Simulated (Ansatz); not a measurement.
Molecule: C5H3O2, charge 0, multiplicity 2. It need not be the lowest isomer of its formula. 
Coordinates optimised at B3LYP-D3(BJ)/def2-TZVP (Ansatz, a first-principles code):
SMILES: o1[c]ccc1C=O
```xyz
10

C     -1.9738     0.2270     0.2616
C     -1.6109    -1.0853     0.2872
O     -0.3254    -1.2972     0.1205
C      0.2487    -0.0316    -0.0328
C     -0.7404     0.9101     0.0503
C      1.6807     0.0231    -0.2353
O      2.2930     1.0585    -0.3806
H     -2.9591     0.6405     0.3748
H     -0.5884     1.9735    -0.0325
H      2.1817    -0.9634    -0.2479
```
Charge 0, spin multiplicity 2.

Computed values are from Ansatz. Correlated levels leave the core frozen unless marked. UHF or UKS for open shells. No spin-orbit coupling. No relativistic terms. CBS marks a two-point X^-3 extrapolation of the correlation energy; Hartree-Fock from the larger set. The bracket is a focal-point correction in the basis named.

* **atomisation energy De**: 4706.0 kJ/mol at RI-MP2/CBS(cc-pVTZ,cc-pVQZ)+[CCSD(T)-MP2]/cc-pVTZ
* **total energy**: -342.2579 Eh at RI-MP2/CBS(cc-pVTZ,cc-pVQZ)+[CCSD(T)-MP2]/cc-pVTZ
* **dipole moment**: 2.63 D at wB97M-V/def2-TZVPD
* **T1 diagnostic**: 0.045 at CCSD/cc-pVTZ

The UHF reference is spin-contaminated (<S^2> 0.57 over the pure value in the largest basis).
